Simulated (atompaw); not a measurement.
Pseudopotential generation for N (Z = 7): PAW (atompaw), LDA (PW92), scalar-relativistic.

N, PAW, made with atompaw 4.2.0.5 (LDA (PW92), scalar-relativistic). Core [He], reference 2s1.5 2p3.5. Waves: 2s (bound): rc 1.88 bohr; 2s channel at -0.65 Ry: rc 1.38 bohr; 2p (bound): rc 1.88 bohr; 2p channel at -0.05 Ry: rc 1.88 bohr; 3d channel at 0.2 Ry: rc 1.88 bohr. Local part: troulliermartins scheme with l = 3 at 0 Ry, radius 1.76 bohr. Core correction: smooth core density matched at 1.16 bohr. Augmentation charge: besselshape compensation charge, radius 1.66 bohr; PAW radius 1.88 bohr; waves and projectors: custom rrkj vanderbiltortho.

* Cutoffs needed: 18 Ry and 25 Ry (the cutoffs (Ry, on a coarse ladder) from which the occupation-weighted sum of valence levels, in a spherical-Bessel basis at the reference potential, stays within 10 and 1 mRy of its value at 400 Ry)
* Ghost test: no extra level below or beside the all-electron valence levels (s, p, d, f tested) (spherical-Bessel basis up to 400 Ry, 20 bohr box)
* Lowest eigenvalue of the overlap operator: 0.18 (s channel)
* Overlap eigenvalues printed by atompaw (projector basis): 0.00707, 0.213, 68.4, 93.4, 808
* Share of each valence orbital outside the PAW sphere: 2s 16 %, 2p 25 %
